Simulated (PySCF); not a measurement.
Compound: C8H11 (doublet state).
Bonds: C1–C2, C2–C3 (double), C3–C4, C3–C5, C5–C6, C6–C7 (double), C7–C8, C2–C8. Hydrogens: H9, H10, H11 on C1; H12, H13, H14 on C4; H15, H16 on C5; H17 on C6; H18, H19 on C8.

The species is `CC1=C(C)CC=[C]C1` [radical].

Method: UKS B3LYP, pcH-1 on C H, non-relativistic, mean-field spin-orbit, GIAO (PySCF 2.14.0). Isolated species at its GFN2-xTB geometry, gas phase. GFN2-xTB frequencies show an imaginary mode (55i cm⁻¹), so this geometry is no minimum at that level. Couplings are sensitive to structure, and on GFN2-xTB geometries they can be far from those on DFT ones. Stability of the SCF solution: not tested.

**Question.** The isotropic 1H couplings, averaged over equivalent nuclei, are +86.7, +17.9, -7.6, +3.2, -0.6 MHz. Assign them to H9/H10/H11; H12/H13/H14; H15/H16; H17; H18/H19.

**Answer.** 
| site | a_iso (MHz) | ρ(0) (bohr⁻³) | position | distance from C7 (Å) | bound to | spin population there | largest \|T\| (MHz) |
| --- | --- | --- | --- | --- | --- | --- | --- |
| H9/H10/H11 | +3.2 | +0.0007 | 4 bonds from C7 | 4.29 | C1 | +0.01 | 2.4 |
| H12/H13/H14 | -0.6 | -0.0001 | 5 bonds from C7 | 4.76 | C4 | 0.00 | 1.5 |
| H15/H16 | -7.6 | -0.0017 | 3 bonds from C7 | 3.15 | C5 | +0.08 | 5.6 |
| H17 | +86.7 | +0.0194 | 2 bonds from C7, on C6 of spin population -0.14 | 2.10 | C6 | -0.14 | 11.8 |
| H18/H19 | +17.9 | +0.0040 | 2 bonds from C7 | 2.11 | C8 | -0.03 | 12.1 |

ρ(0) is the spin density at the nucleus and T the dipolar tensor; entries for several nuclei are means. The largest Mulliken spin populations are on C7 (+0.99), C6 (-0.14), C5 (+0.08) and C2 (+0.06). C7 is the only atom above +0.15. The positive populations add up to 1.20 and the negative ones to -0.20, together 2S = 1.

β density exceeds α density at some nuclei, such as C3 (-0.0057) and H15/H16 (-0.0017), spin density in bohr⁻³. In a single determinant that takes different orbitals for the two spins, that is spin polarisation.

Class means assume fast exchange of nuclei equivalent by connectivity; if that motion is slow, each nucleus keeps its own coupling.
